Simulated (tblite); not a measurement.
Species: C6H13P.
Geometry (GFN2-xTB, Å), atoms numbered from 1 in this order:
```xyz
20
C6H13P angstrom
C      3.053   -0.777    0.435
C      1.695   -0.200    0.229
P      0.790   -0.485   -1.148
C     -0.782    0.508   -0.803
C     -0.477    2.001   -0.700
C     -1.544   -0.004    0.419
C     -2.001   -1.447    0.247
H      3.070   -1.397    1.334
H      3.355   -1.385   -0.414
H      3.788    0.017    0.576
H      1.332    0.419    1.041
H     -1.412    0.350   -1.688
H      0.129    2.216    0.178
H     -1.402    2.570   -0.621
H      0.065    2.343   -1.580
H     -0.913    0.074    1.307
H     -2.416    0.636    0.580
H     -1.142   -2.097    0.078
H     -2.670   -1.537   -0.606
H     -2.524   -1.794    1.135
```

Calculated harmonic vibrations of the isolated species, GFN2-xTB (tblite), most abundant isotopes, no scaling. Against measured fundamentals such values can be off by several per cent, at times by over 20. One conformer, not necessarily the lowest.

Harmonic wavenumbers (cm⁻¹): 58.6, 111.0, 142.2, 156.1, 180.4, 202.0, 212.5, 243.1, 279.9, 329.1, 419.9, 470.5, 625.2, 728.1, 825.6, 889.5, 893.2, 982.4, 1010.0, 1021.4, 1037.8, 1067.4, 1082.7, 1116.6, 1156.9, 1167.1, 1235.2, 1279.4, 1291.4, 1335.5, 1346.9, 1400.5, 1410.9, 1414.5, 1475.4, 1487.8, 1489.6, 1495.7, 1497.0, 1499.7, 1500.7, 2896.3, 2946.7, 2967.4, 2974.7, 2987.7, 3005.9, 3007.9, 3011.3, 3017.9, 3030.0, 3031.2, 3034.8, 3035.7.

A = 2813, B = 1378, C = 1146 MHz; mass 116.075 u (most abundant isotopes); point group C1, symmetry number 1.

Problem. What is the zero-point energy?

Solution. ½Σν̃ = 38258 cm⁻¹ = 457.67 kJ/mol.

Problem. What is S at 500 K and 1 bar for an ideal gas of classical rigid rotors and harmonic oscillators?

Solution. Translation 178.90, rotation 126.41, vibration 197.58: S = 502.9 J/(mol K).

Problem. And Cp and H(500 K) − H(0)?

Solution. Cp = 230.25 J/(mol K), of which vibrations give 196.99 (their classical limit is 54 R = 449.0); H(500 K) − H(0) = 67.74 kJ/mol without the zero-point energy, 51.11 from vibrations.

Problem. Blend soft modes into free rotors: weight 1/[1 + (100 cm⁻¹/ν̃)⁴] for the oscillator and the rest for a rotor with moment μB/(μ + B), μ = h/(8π²ν), B = 10⁻⁴⁴ kg m². What vibrational entropy results?

Solution. 188.41 J/(mol K) in place of 197.58, which changes −T·S at 500 K by +4.58 kJ/mol.

Problem. Which modes carry the vibrational entropy at 500 K?

Solution. 58.6 cm⁻¹: 23.12; 111.0 cm⁻¹: 17.84; 142.2 cm⁻¹: 15.80; 156.1 cm⁻¹: 15.04; 180.4 cm⁻¹: 13.86; 202.0 cm⁻¹: 12.94 J/(mol K); the other 48 give 98.98 together.

Hindered rotation and anharmonicity are outside this model. Other conformers, if any are populated, would add a mixing term that is left out. The structure is chiral; the term R ln 2 for an equal mix with its mirror image is left out.
